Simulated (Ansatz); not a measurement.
`FC1(F)O[CH]1[AlH2]` → `C[C]1(F)[O][Al]1[F]`  (isomerisation)

Program: Ansatz. Geometries: PBE0-D4/def2-TZVP. ΔE: electronic, gas phase. CCSD(T)/CBS adds triple-zeta CCSD(T) − MP2 to the extrapolated MP2 energy (def2 sets, frozen cores). DFT in def2-TZVPP. B3LYP here is the variant with VWN-RPA as its local correlation; programs differ in this.

`FC1(F)O[CH]1[AlH2]`:

Z-matrix (Å, degrees):
```
C
F 1 1.332
O 1 1.335 2 117.3
F 1 1.344 2 107.5 3 133.7
C 1 1.450 2 123.1 3 -77.5
Al 5 1.973 1 120.3 2 -150.9
H 5 1.090 1 113.1 2 9.0
H 6 1.577 5 119.0 1 -62.8
H 6 1.583 5 116.8 1 117.8
```

`C[C]1(F)[O][Al]1[F]`:

```xyz
9

C    -0.925   -0.528    0.705
C    -0.033    0.450    0.018
F    -0.445    1.719    0.343
O     1.369    0.297    0.321
Al    1.240    0.249   -1.379
F     2.235    0.112   -2.668
H    -1.960   -0.384    0.392
H    -0.855   -0.364    1.786
H    -0.625   -1.551    0.483
```

```tsv
level	ΔE (kJ/mol)	difference from CCSD(T)/CBS
PBE-D4	-320.9	21.2
r2SCAN-D4	-330.7	11.4
PBE0-D4	-315.6	26.5
B3LYP-D4	-329.7	12.4
ωB97X-V	-310.3	31.8
B2PLYP	-337.7	4.4
PBE	-320.8	21.3
r2SCAN	-330.7	11.4
PBE0	-315.5	26.6
MP2/def2-TZVPP	-347.1	-5.0
SCS-MP2/def2-TZVPP	-336.2	5.9
CCSD(T)/def2-TZVPP	-329.8	12.3
HF/def2-QZVPP	-299.4	42.7
SCS-MP2/def2-QZVPP	-344.3	-2.2
HF/CBS(def2)	-299.8	42.3
MP2/CBS(def2)	-359.5	-17.4
CCSD(T)/CBS	-342.1	0
```

Largest T1 diagnostic among the species: 0.015.

In def2-TZVPP, CCSD(T) changes the Hartree–Fock value by −33.7 kJ/mol (the triples alone add −2.8 kJ/mol) and MP2 by −51.0 kJ/mol. From PBE to PBE0 (25 % exact exchange), in def2-TZVPP and without D4, ΔE moves by +5.3 kJ/mol.
